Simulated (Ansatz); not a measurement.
Cu4Br4⁺, relaxed as a doublet with UKS PBE-D4/def2-SVP in Ansatz, starting from the GFN2-xTB geometry. Force threshold 0.03 eV/Å.

Another isomer (doublet) lies 0.61 eV lower at PBE0-D4/def2-SVP; other spin states weren't run for this one.

Start:

```xyz
8

Cu    0.441    0.483   -2.667
Cu   -2.456   -1.055   -0.606
Cu   -0.443   -0.482    2.666
Cu    2.458    1.053    0.606
Br    1.653    0.512    2.710
Br    2.413    1.233   -1.704
Br   -1.683   -0.440   -2.703
Br   -2.383   -1.304    1.699
```

Problem. Estimate the energy that the relaxation releases and the steps that it takes.

Solution. 27.4 kcal/mol, in 13 steps; 2.7 min on 4 threads of Arm Neoverse V1 on a shared host. The force fell under the threshold at step 8, but the optimiser went on and released 0.006 eV more. No frequencies were taken in this run, so the end may be a saddle point.

Problem. Does the start keep its bonding and symmetry?

Solution. By distances, no bond broke or formed, bridged metal pairs apart. The bond that changes most is Cu3–Br5, from 2.32 to 2.30 Å (atoms count from 1). Metal–metal contacts that move far: Cu1–Cu4 3.89 to 2.56 Å, Cu2–Cu3 3.88 to 2.56 Å, Cu1–Cu2 3.87 to 2.56 Å, Cu3–Cu4 3.87 to 2.56 Å. Point group D2d at the start, D2h at the end, both within 0.05 Å; within 0.015 Å the end is D2.

Problem. Predict the relaxed structure.

Solution. 
```tsv
atom	x (Å)	y (Å)	z (Å)
Cu1	0.3100	0.3351	-1.8515
Cu2	-1.5255	-0.6546	-0.3739
Cu3	-0.3099	-0.3354	1.8515
Cu4	1.5254	0.6549	0.3739
Br5	1.6631	0.5023	2.6744
Br6	2.4102	1.2460	-1.6759
Br7	-1.6827	-0.4591	-2.6698
Br8	-2.3905	-1.2892	1.6714
```
Bond lengths (bridged metal pairs left out): 8 × Br–Cu 2.30 to 2.31 Å.
